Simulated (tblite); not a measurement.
`C[C@]1(F)CSC(=S)S1`. The geometry is computed with GFN2-xTB (gas phase).

```
atom  x, y, z in Å
C1    -0.5613    1.5106    0.0612
C2    -0.6243    0.0850   -0.4476
F3    -1.7722   -0.0914   -1.1741
C4    -0.5807   -0.9766    0.6424
S5     1.1373   -1.1896    1.1890
C6     1.8917   -0.8892   -0.3664
S7     3.4683   -1.1572   -0.6396
S8     0.8105   -0.2525   -1.5853
H9    -0.5484    2.2009   -0.7792
H10   -1.4382    1.7197    0.6715
H11    0.3369    1.6533    0.6567
H12   -0.9453   -1.9281    0.2488
H13   -1.1787   -0.6844    1.5049
```

(1) Work out the bond lengths C1–C2, C1–H9, C1–H10, C2–F3, C2–S8, C4–S5, C4–H13, C6–S8 in Å.

(2) How far are the heavy atoms from their best plane (unweighted least squares)?

(3) How far apart are these pairs, which share no bond: C1···C4, C1···S7, C1···H12, F3···H11, S5···H11?

(4) Where is the centre of mass (commonest isotopes), and what is the radius of gyration?

(5) What are the angles C2–C1–H9, H9–C1–H11, F3–C2–C4, H12–C4–H13, C2–C4–H13, S5–C4–H12, S5–C6–S8?

(6) What is the repulsion energy of the bare nuclei, Σ ZA·ZB/RAB?

(7) Give the dihedral angles H10–C1–C2–S8, H12–C4–S5–C6, F3–C2–C4–H13, C1–C2–S8–C6, F3–C2–C4–S5.

## Answers

(1) For C1–C2 the difference vector is (-0.0630, -1.4256, -0.5088) Å, of length 1.5150 Å. C1–C2 1.515; C1–H9 1.088; C1–H10 1.089; C2–F3 1.370; C2–S8 1.862; C4–S5 1.815; C4–H13 1.089; C6–S8 1.749 Å.

(2) 0.620 Å rms; C1 1.46, C2 0.00, F3 0.79, C4 0.49, S5 0.06, C6 0.05, S7 0.10, S8 0.29 Å (magnitudes).

(3) C1···C4 2.554 Å (2 bonds apart); C1···S7 4.883 Å (4 bonds apart); C1···H12 3.465 Å (3 bonds apart); F3···H11 3.293 Å (3 bonds apart); S5···H11 3.001 Å (4 bonds apart).

(4) Mass 167.954 u; centre at (0.817, -0.507, -0.324) Å; Rg = √(Σ m r²/M) = 2.078 Å. As Ia + Ib + Ic = 2 Σ m r², the three principal moments sum to 1450.4 u·Å².

(5) From the scalar product of the two bond vectors; for C2–C1–H9 it is -0.5573 Å² over 1.5150 × 1.0876 Å², cos θ = -0.3382. C2–C1–H9 109.8°; H9–C1–H11 109.3°; F3–C2–C4 108.3°; H12–C4–H13 109.6°; C2–C4–H13 111.4°; S5–C4–H12 108.8°; S5–C6–S8 114.5°.

(6) 632.59 Eh over 78 pairs, with full nuclear charges and distances in bohr; the largest single term is 45.98 Eh (S5 with S8).

(7) H10–C1–C2–S8 176° (antiperiplanar); H12–C4–S5–C6 86° (synclinal); F3–C2–C4–H13 -82° (synclinal); C1–C2–S8–C6 93° (anticlinal); F3–C2–C4–S5 159° (antiperiplanar). Dihedral signs follow IUPAC: positive where, seen along the central bond, the front bond turns clockwise onto the rear one.

Its GFN2-xTB frequencies are all real (lowest 54 cm⁻¹). One conformer, not necessarily the lowest.
